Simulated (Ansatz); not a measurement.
The same path of C₃H₇BF₂ (13 atoms, charge 0, multiplicity 1) was run twice with different band settings. The coordinate that changes most is the dihedral B1–C2–C5–H13.

These are results of RKS PBE0-D4/6-31G* in Ansatz, not measurements.

Relaxed end points:

```xyz
13
Properties=species:S:1:pos:R:3
B 0.147 -1.132 -1.124
C -0.389 -0.157 -0.027
C 0.588 -0.381 1.140
F -1.659 -0.523 0.431
C -0.447 1.304 -0.414
F -0.657 2.097 0.696
H -0.343 -2.215 -1.246
H 1.113 -0.827 -1.764
H 0.607 -1.433 1.443
H 1.604 -0.062 0.890
H 0.235 0.214 1.988
H -1.274 1.472 -1.112
H 0.494 1.608 -0.887
```

```xyz
13
Properties=species:S:1:pos:R:3
B -0.017 -1.025 -1.184
C -0.319 -0.201 0.129
C 0.723 -0.352 1.229
F -1.556 -0.570 0.680
C -0.438 1.233 -0.342
F -1.013 1.226 -1.614
H -0.783 -1.847 -1.585
H 1.020 -0.832 -1.747
H 0.736 -1.382 1.598
H 1.725 -0.101 0.869
H 0.478 0.300 2.076
H 0.546 1.706 -0.422
H -1.082 1.811 0.328
```

Common settings: movable images 5; climbing image yes; spring 5.0 eV/Å²; optimiser quadratic models (default); start path through a guess of the saddle point; force threshold 0.05 eV/Å; end points relaxed.

| run | iteration limit |
| --- | --- |
| 1 | 60 |
| 2 | 6 |

What does each run give, and how far can it be trusted?

Run 1: converged after 14 iterations, highest image 0.320 eV above the first end. A vibrational analysis at the climbing image gives one clearly imaginary mode, 149i cm⁻¹: a first-order saddle point.
Run 2: not converged after 6 iterations, highest image 0.349 eV above the first end. The band didn't meet its force threshold, so its energies are provisional: the largest band force was still 0.23 eV/Å, and over the last iterations the top moved between 0.35 and 0.39 eV.
